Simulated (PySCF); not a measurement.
C₅H₈Si, SMILES C1=CC=CC[SiH2]1.

Geometry: B3LYP-D3(BJ)/def2-SVP. The values are those of a single conformer.

Two levels are set side by side: TDA-PBE/def2-SVPD (PySCF) and TDA-ωB97X/def2-SVPD (PySCF). Vertical, same geometry. The lowest singlet is HOMO→LUMO 80 % with PBE and HOMO→LUMO 93 % with the other functional; states are paired by order. Differences are taken from unrounded values.

```
quantity                               TDA-PBE
-------------------------------------  -------
lowest singlet excitation (eV)            4.45
lowest triplet excitation (TDA) (eV)      2.71
first bright state (f over 0.05) (eV)     4.45
its oscillator strength                   0.11
```

Q: These are the TDA-PBE values. What does TDA-ωB97X give? (An estimate is asked for; the answer gives what the named calculation found.)

A: 
```
quantity                               TDA-ωB97X  TDA-PBE minus TDA-ωB97X
-------------------------------------  ---------  -----------------------
lowest singlet excitation (eV)              5.01                    -0.56
lowest triplet excitation (TDA) (eV)        2.85                    -0.14
first bright state (f over 0.05) (eV)       5.01                    -0.56
its oscillator strength                     0.17                    -0.06
```

A lower first singlet is the usual sign of a functional without exact exchange. Differences between two approximate levels are no errors against the true value.

Rough cost on one machine, each run with all the roots and properties that it gave: TDA-ωB97X against TDA-PBE about 5 times.
